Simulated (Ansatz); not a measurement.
Two members of one family (Series [SnX3]-), computed with Ansatz in the gas phase; def2 core potentials for Sn, no spin–orbit coupling. The two geometries come from different levels. A dash marks a value that wasn't run or was left out as unsound. The structures are stationary points that may keep the symmetry of their start. Remarks come from the PBE and PBE0 runs and from stability tests at other levels; not every state was tested. A HOMO above zero means that the electron is unbound at that level and held by the basis, or that self-interaction error raises the level; the energy of removing that electron tells which.

First: [SnH3]- (singlet, charge -1, PBE-D4/def2-TZVPD geometry).

```xyz
4

Sn    0.134    0.280   -0.696
H     0.127    1.284    0.820
H     1.146   -1.007    0.093
H    -1.407   -0.557   -0.217
```

| level | HOMO (eV) | vertical IE (eV) |
| --- | --- | --- |
| PBE-D4/def2-SVPD | 0.58 | – |
| revPBE-D4/def2-TZVPD | 0.45 | – |
| r2SCAN-D4/def2-TZVPD | 0.22 | 2.36 |
| PBE0-D4/def2-TZVPD | -0.44 | 2.38 |
| BHLYP-D4/def2-TZVPD | -1.21 | – |

Remarks: HOMO above zero at PBE or PBE0.

Second: [SnCl3]- (singlet, charge -1, PBE-D4/def2-SVPD geometry).

```xyz
4

Sn   -0.2631   -0.4404    0.7650
Cl   -0.3636   -1.6716   -1.4563
Cl    2.1187    0.4336    0.6093
Cl   -1.4920    1.6784    0.0820
```

Question: Estimate the same table for the second.

Answer: 
```
               level  HOMO (eV)  vertical IE (eV)
    PBE-D4/def2-SVPD      -2.07                 –
revPBE-D4/def2-TZVPD      -1.94                 –
r2SCAN-D4/def2-TZVPD      -2.24              4.65
  PBE0-D4/def2-TZVPD      -2.98              4.74
 BHLYP-D4/def2-TZVPD      -3.88                 –
```
